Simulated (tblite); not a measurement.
Species: C₃H₁₁B₂N.
Structure used (GFN2-xTB), in Å, numbered top down from 1:
```xyz
17
C3H11B2N angstrom
B      1.6346    1.4620   -0.0610
N      0.8678    0.2859   -0.1950
B      1.4025   -0.8892   -0.7736
C     -0.5250    0.2946    0.2782
C     -1.5007    0.0535   -0.8740
C     -0.7348   -0.7212    1.4014
H      2.7426    1.4721   -0.4291
H      1.1561    2.4207    0.4171
H      2.5105   -0.8838   -1.1432
H      0.7571   -1.8600   -0.8859
H     -0.7254    1.2914    0.6867
H     -2.5242    0.1747   -0.5269
H     -1.3179    0.7672   -1.6746
H     -1.3861   -0.9500   -1.2734
H     -0.0359   -0.5317    2.2136
H     -0.5801   -1.7343    1.0413
H     -1.7480   -0.6399    1.7884
```

Method: GFN2-xTB as coded in tblite; computed harmonic values from a numerical Hessian at the method's own geometry, unscaled. Against measured fundamentals such values can be off by several per cent, at times by over 20. Modes of hydrogen on boron can be 10 to 20 % off. One conformer, not necessarily the lowest.

Harmonic wavenumbers (cm⁻¹): 62.8, 178.9, 215.2, 242.2, 279.2, 308.0, 335.6, 389.0, 442.3, 525.8, 531.7, 784.8, 855.3, 862.5, 889.0, 936.0, 942.9, 945.0, 975.1, 1097.5, 1146.5, 1163.8, 1177.0, 1203.5, 1297.2, 1320.4, 1324.6, 1389.2, 1398.2, 1412.5, 1485.9, 1490.6, 1494.9, 1501.8, 2606.8, 2625.6, 2662.1, 2674.4, 2925.0, 3030.5, 3033.9, 3035.4, 3038.5, 3052.5, 3056.8.

A = 4759, B = 2660, C = 2630 MHz; mass 83.108 u (most abundant isotopes); point group Cs, symmetry number 1.

Question: What is the zero-point energy?

Answer: ½Σν̃ = 31173 cm⁻¹ = 89.13 kcal/mol.

Question: What is S at 200 K and 1 bar for an ideal gas of classical rigid rotors and harmonic oscillators?

Answer: Translation 37.21, rotation 25.48, vibration 11.46: S = 74.2 cal/(mol K).

Question: And Cp and H(200 K) − H(0)?

Answer: Cp = 23.51 cal/(mol K), of which vibrations give 15.56 (their classical limit is 45 R = 89.4); H(200 K) − H(0) = 2.97 kcal/mol without the zero-point energy, 1.38 from vibrations.

Question: Which modes carry the vibrational entropy at 200 K?

Answer: 62.8 cm⁻¹: 3.58; 178.9 cm⁻¹: 1.62; 215.2 cm⁻¹: 1.31; 242.2 cm⁻¹: 1.12; 279.2 cm⁻¹: 0.90; 308.0 cm⁻¹: 0.77 cal/(mol K); the other 39 give 2.17 together.

Question: What must be added to the electronic energy to get the Gibbs energy at 200 K and 1 bar?

Answer: ZPE + [H(200 K) − H(0)] − T·S = 89.13 + 2.97 − 14.83 = 77.27 kcal/mol.

Hindered rotation and anharmonicity are outside this model. Other conformers, if any are populated, would add a mixing term that is left out.
